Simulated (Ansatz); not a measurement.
Reactions of CH$_{4}$BN (`BC=N`).

Calculated with Ansatz (gas phase, PBE0-D4/def2-TZVP geometries, no zero-point term in ΔE). CCSD(T)/CBS adds triple-zeta CCSD(T) − MP2 to the extrapolated MP2 energy (def2 sets, frozen cores). This one scheme is used for every species. Functionals use def2-TZVPP. For Se outer-core shells are correlated without core-valence functions, which leaves a few kJ/mol of doubt a bond. Scalar relativity is left out up to krypton. One conformer a species, not always the lowest.

```csv
reaction,PBE-D4 (eV),ωB97M-V (eV),ωB97X-V (eV),CCSD(T)/CBS(def2) (eV)
`BC=N` + `C[O][AlH][NH2]` → `B[NH][AlH][O]C` + `C=N`,-1.39,-1.35,-1.30,-1.31
`BC=N` + `[SiH3][NH][AlH][SeH]` → `B[NH][AlH][SeH]` + `N=C[SiH3]`,-0.76,-0.68,-0.66,-0.64
`BC=N` + `N[SiH](O)S` → `N=C[Si](N)(O)S` + BH₃,-0.04,-0.07,-0.06,-0.06
`BC=N` + HCl → `BCl` + `C=N`,-1.03,-1.03,-1.02,-1.01
`BC=N` + `BC(F)[SiH3]` → `BBC=N` + `FC[SiH3]`,0.10,0.25,0.19,0.22
`BC=N` → `BN=C`,-1.47,-1.29,-1.25,-1.23
```

Largest T1 diagnostic: 0.016, for `BN=C`.
